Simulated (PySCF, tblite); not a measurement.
Isomers of C8H6ClO2P, one GFN2-xTB conformer each. Single-point energies are computed at PBE0/pcSseg-1 (PySCF, gas phase, no added dispersion term), electronic only.

| SMILES | GFN2-xTB relative energy (kJ/mol) |
| --- | --- |
| C#C[P@@](=O)(O)c1ccc(Cl)cc1 | 0.0 |
| Cc1cc(C=O)pc(Cl)c1C=O | 164.7 |

Conformers: `[CH:1]#[C:2][P@@:3](=[O:4])([OH:5])[c:6]1[cH:7][cH:8][c:9]([Cl:10])[cH:11][cH:12]1` with C2–P3–O5–H -118°, C2–P3–C6–C7 -52°; `[CH3:1][c:2]1[cH:3][c:4]([CH:5]=[O:6])[p:7][c:8]([Cl:9])[c:10]1[CH:11]=[O:12]` with C3–C4–C5–O6 179°, C8–C10–C11–O12 170°.

What does PBE0/pcSseg-1 give for the same structures?

```tsv
SMILES	PBE0/pcSseg-1 E (Eh)	PBE0/pcSseg-1 (kJ/mol)	GFN2-xTB (kJ/mol)	point group
C#C[P@@](=O)(O)c1ccc(Cl)cc1	-1259.55051	0.0	0.0	C1
Cc1cc(C=O)pc(Cl)c1C=O	-1259.53974	28.3	164.7	–
```

Both levels put the same isomer lowest. As drawn, the lower has a C≡C bond, an O–H bond and a P=O bond, which the higher lacks; the higher has a C=O bond, which the lower lacks.

Which frontier levels, dipoles and rotational constants go with these structures?

```
                     SMILES  HOMO (eV, PBE0/pcSseg-1)  LUMO (eV)  dipole (D)       A, B, C (MHz)
C#C[P@@](=O)(O)c1ccc(Cl)cc1                     -7.63      -1.48        2.34  1736, 352.9, 328.7
      Cc1cc(C=O)pc(Cl)c1C=O                     -7.55      -3.32        2.67  1036, 579.1, 372.5
```

What happens when harmonic zero-point energies from GFN2-xTB frequencies are added?

```json
{"SMILES": "C#C[P@@](=O)(O)c1ccc(Cl)cc1", "ZPE (kJ/mol)": "302.8", "electronic (kJ/mol)": "0.0", "with ZPE (kJ/mol)": "0.0"}
{"SMILES": "Cc1cc(C=O)pc(Cl)c1C=O", "ZPE (kJ/mol)": "306.2", "electronic (kJ/mol)": "28.3", "with ZPE (kJ/mol)": "31.8"}
```

The zero-point energies span 3.4 kJ/mol. The order is unchanged.
